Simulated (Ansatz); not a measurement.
All numbers were calculated with Ansatz.

A structure relaxed at PBE0-D4/def2-TZVP, charge 0, multiplicity 1:

```xyz
10

C     0.9345    1.3640   -0.7424
S     0.4397   -0.1919   -1.5463
Ti   -0.7937   -1.1094    0.0988
O     0.0422   -0.7802    1.6145
Cl   -2.7607   -0.1297    0.1640
Cl   -0.9865   -3.2402   -0.3498
H     1.3916    1.1678    0.2264
H     1.6616    1.8424   -1.3981
H     0.0731    2.0201   -0.6245
H    -0.0019   -0.9428    2.5575
```

Give its formula and SMILES.

CH4Cl2OSTi, `C[S][Ti]([OH])([Cl])[Cl]`.

Summarise the bond lengths by kind.

1 × C–S 1.820 Å; 3 × C–H 1.089 to 1.090 Å; 1 × S–Ti 2.252 Å; 1 × O–Ti 1.762 Å; 2 × Cl–Ti 2.186 to 2.198 Å; 1 × H–O 0.958 Å.
